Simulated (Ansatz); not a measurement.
C$_{2}$H$_{6}$F$_{2}$GeS$_{2}$ (SMILES C[S][Ge]([F])([F])[S]C), singlet, geometry from GFN2-xTB, atoms displaced at random by about 0.08 Å a coordinate; R2SCAN/STO-3G, gradient (Ansatz, a program for electronic structure).

Ansatz was given this input:
Ansatz 0.2 input:
```yaml
crystal:
  periodic: [false, false, false]
  atoms:
    - {symbol: C, position_ang: [-2.73562534, 0.95286387, 0.68547966]}
    - {symbol: S, position_ang: [-1.40558021, 1.56894988, -0.60823790]}
    - {symbol: Ge, position_ang: [-0.00084874, -0.30463041, -0.27071786]}
    - {symbol: F, position_ang: [1.08831043, -0.39315258, -1.73824601]}
    - {symbol: F, position_ang: [-0.96847650, -1.72570933, -0.35298251]}
    - {symbol: S, position_ang: [1.37782042, -0.48688452, 1.33731643]}
    - {symbol: C, position_ang: [2.74602402, 0.68020484, 0.97079661]}
    - {symbol: H, position_ang: [-3.03939951, 0.04589411, 0.28121675]}
    - {symbol: H, position_ang: [-3.51950578, 1.79312949, 0.54910174]}
    - {symbol: H, position_ang: [-2.17859358, 0.90339090, 1.59834849]}
    - {symbol: H, position_ang: [2.33894246, 1.65283260, 0.89408954]}
    - {symbol: H, position_ang: [3.04159455, 0.38958343, -0.26374366]}
    - {symbol: H, position_ang: [3.54010533, 0.62364151, 1.48341225]}
basis:
  gaussian:
    orbitals: STO-3G
hamiltonian:
  xc: r2scan
output: {forces: true}
```

What the program printed (banner, timings and long lists left out):

```
Functional definition: r2SCAN
755 factors; integrals over basis functions are off by at most 3.7e-5 eV
mean field evaluation 1: about -84738.6312 eV, gradient 1.7e2 eV
mean field evaluation 2: about -84709.2016 eV, gradient 9.9e1 eV
mean field evaluation 4: about -84782.4458 eV, gradient 5.0e1 eV
mean field evaluation 8: about -84796.7989 eV, gradient 1.0e0 eV
mean field evaluation 16: about -84796.6671 eV, gradient 1.2e-4 eV
mean field -84796.66713183 eV, -3116.2200398496 hartree, gradient 2.4e-5 eV, S^2 0.000000; 0 other end points of the search recorded, 0 dependent functions left out
the calculation of the forces begins
reference -84796.66713846 eV, -3116.2200400930 hartree; 50, 50 occupied and 12, 12 virtual orbitals, 755 factors
Total energy: -84796.66713846 eV, -3116.2200400930 hartree
Atom 0 at    -2.735625     0.952864     0.685480 Å, force     1.542519     5.122653    -3.298593 eV/Å
Atom 1 at    -1.405580     1.568950    -0.608238 Å, force     0.138638    -2.215951     1.444621 eV/Å
Atom 2 at    -0.000849    -0.304630    -0.270718 Å, force     0.027147     0.894861    -3.026215 eV/Å
Atom 3 at     1.088310    -0.393153    -1.738246 Å, force    -1.599906     0.126662     1.762971 eV/Å
Atom 4 at    -0.968476    -1.725709    -0.352983 Å, force     0.654174     1.004487     0.101507 eV/Å
Atom 5 at     1.377820    -0.486885     1.337316 Å, force     0.489628    -0.677628     2.037254 eV/Å
Atom 6 at     2.746024     0.680205     0.970797 Å, force    -7.370438    -2.079875   -11.593272 eV/Å
Atom 7 at    -3.039400     0.045894     0.281217 Å, force    -1.327585    -2.578625    -0.341748 eV/Å
Atom 8 at    -3.519506     1.793129     0.549102 Å, force     1.128851    -1.879646     1.143473 eV/Å
Atom 9 at    -2.178594     0.903391     1.598348 Å, force    -0.379227    -0.079359     1.441085 eV/Å
Atom 10 at     2.338942     1.652833     0.894090 Å, force    -0.248594     1.969092     0.263544 eV/Å
Atom 11 at     3.041595     0.389583    -0.263744 Å, force    -0.529012     1.308023     4.516462 eV/Å
Atom 12 at     3.540105     0.623642     1.483412 Å, force     7.473805    -0.914694     5.548913 eV/Å
Dipole moment:    -0.032317     0.116162     0.174912 e Å
```
